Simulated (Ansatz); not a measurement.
FH$_{6}$NSi$_{2}$ (`F[SiH2]N[SiH3]`), relaxed with RKS PBE-D4/def2-SVP in the Gaussian-basis code of Ansatz from a rough embedded geometry. The force threshold is 0.03 eV/Å; the program also tests the step.

The species carries charge 0 and has multiplicity 1.

Start:

```xyz
10

F     0.160   -2.100   -0.191
Si    1.061   -0.804   -0.416
N     0.457    0.308    0.656
Si   -1.040    0.922    0.173
H     2.457   -1.095    0.009
H     1.036   -0.318   -1.823
H     0.345   -0.092    1.580
H    -1.986   -0.239    0.130
H    -0.941    1.551   -1.225
H    -1.549    1.866    1.108
```

```csv
step,energy (eV),largest force (eV/Å),largest move (Å)
1,-20040.6778,2.532,0.000
2,-20041.1843,1.153,0.195
3,-20041.3288,0.366,0.200
4,-20041.3818,0.470,0.198
5 (rejected),-20041.3542,0.489,0.200
6,-20041.4070,0.105,0.100
7,-20041.4128,0.052,0.091
8,-20041.4158,0.099,0.146
9,-20041.4175,0.069,0.018
10,-20041.4195,0.024,0.059
11,-20041.4203,0.080,0.114
12,-20041.4208,0.033,0.014
13,-20041.4209,0.008,0.012
```

End:

```xyz
10

F     0.690   -2.414   -0.719
Si    1.221   -0.887   -0.426
N     0.166   -0.003    0.628
Si   -1.248    0.957    0.204
H     2.558   -1.029    0.236
H     1.265   -0.180   -1.744
H     0.303   -0.175    1.630
H    -2.546    0.277    0.554
H    -1.188    1.173   -1.281
H    -1.220    2.282    0.919
```

It took 20 s on 2 threads of an AMD EPYC 7R13 on a shared host, with 0.36 GiB of host memory at the peak.
